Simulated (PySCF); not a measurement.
CH3NO3Si (SMILES O=C=N[SiH](O)O), singlet, geometry from GFN2-xTB. Base run: PBE/6-31G, polarisability in PySCF.

PySCF was given this input:
```python
from pyscf import gto, scf, dft
from pyscf.prop import polarizability

mol = gto.M(
    atom='''
Si   -0.87240692    0.00251360    0.37249256
O    -1.52664318   -1.17282029   -0.51211585
O    -1.61405972    1.39029749   -0.01220672
N     0.80505753    0.23924421    0.00157235
C     1.92553368   -0.14633222   -0.06559990
O     3.04362728   -0.42454028   -0.16421233
H    -1.00538507   -0.41160305    1.75295255
H    -1.91763982   -0.99250531   -1.36375936
H    -1.27527806    2.22870656    0.28678319
''',
    basis='6-31g',
    verbose=4,
)

mf = dft.RKS(mol)
mf.xc = 'pbe'
mf.kernel()
alpha = mf.Polarizability().polarizability()[2, 2]
print('alpha_zz =', alpha)
```

Variants of this job, named by their change:

```
change                                         alpha_zz (bohr³)  basis functions  core-seconds (rough)
---------------------------------------------  ----------------  ---------------  --------------------
base                                                      30.50               64                    10
finite field (a.u.) = 0.05; conv_tol = 1e-11              30.92               64                    20
functional = camb3lyp                                     28.60               64                    30
finite field (a.u.) = 0.005; conv_tol = 1e-11             30.50               64                    20
finite field (a.u.) = 2e-4; conv_tol = 1e-6               31.43               64                    10
basis = 6-31G*                                            31.96               94                    20
basis = cc-pVDZ                                           33.27              103                    30
finite field (a.u.) = 0.001; conv_tol = 1e-6              28.84               64                    10
finite field (a.u.) = 0.001; conv_tol = 1e-11             30.50               64                    20
basis = def2-SVP                                          32.38              103                    20
functional = lda,vwn                                      30.68               64                    10
functional = hf                                           26.22               64                     2
```

Finite-field rows take the second difference of the energy in a field along z; a small field with loose convergence shows SCF noise divided by the square of the field, and a large one adds hyperpolarisability.
